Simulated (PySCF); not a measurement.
## Telling isomers of C₆H₁₁NO₂Si apart by NMR

Theoretical values (PySCF 2.14): shieldings: GIAO PBE0/pcSseg-1, GFN2-xTB structure. In vacuum, non-relativistic Hamiltonian, single conformer, averaged over atoms made equivalent by symmetry, fast rotation or ring inversion.

Referencing at the same level of theory: ¹H and ¹³C vs TMS. Where no couplings were computed, multiplicities follow the n + 1 count of equivalent neighbours, and m marks all less simple cases (inequivalent or close neighbours, rings, F or P nearby). Shifts are as computed. Against solution values, carbons near 30 ppm lie about +3 ppm off and those near 130 ppm about +5 ppm. Of 1211 compounds with measured shifts, 218 miss one by over three times the rms of a fit or turn the order of signals round; such compounds aren't used in these exercises.

(1) Tabulate the signals of `CCOCc1cnoc1[SiH3]`, `C=C[C@@H](OC)[C@H](C#N)O[SiH3]` and their relative energies.

(2) What is the quickest way to tell CCOCc1cnoc1[SiH3] from C=C[C@@H](OC)[C@H](C#N)O[SiH3]?

## Answers

(1) 
```json
{"SMILES": "CCOCc1cnoc1[SiH3]", "carbon types": "2×C 1×CH 2×CH2 1×CH3", "δC": "172.3, 149.0, 135.4, 71.6, 69.8, 17.8", "δH": "8.14 (s, 1H), 4.80 (s, 2H), 4.54 (s, 3H), 3.86 (q, 2H), 1.52 (t, 3H)", "E rel. (kcal/mol)": "7.9"}
{"SMILES": "C=C[C@@H](OC)[C@H](C#N)O[SiH3]", "carbon types": "1×C 3×CH 1×CH2 1×CH3", "δC": "140.3, 128.4, 122.3, 91.5, 63.1, 58.7", "δH": "6.37 (m, 1H), 5.84 (m, 1H), 5.72 (m, 1H), 4.94 (s, 3H), 4.84 (d, 1H), 3.59 (s, 3H), 3.58 (m, 1H)", "E rel. (kcal/mol)": "0.0"}
```

Energies are electronic energies at PBE0/pcSseg-1 on these geometries, without zero-point or thermal terms, each for the one conformer computed, which needn't be the lowest.

(2) Both give the same number of carbon signals, but DEPT or the intensities differ. The first has an sp3 CH2 bonded to O, on an aromatic ring at 69.8 ppm, the second an sp3 CH bonded to O, α to a nitrile at 63.1 ppm. Their most deshielded carbons lie at 172.3 and 140.3 ppm. In the proton spectra the most deshielded non-exchanging signals are 8.14 (s, 1H) and 6.37 (m, 1H).
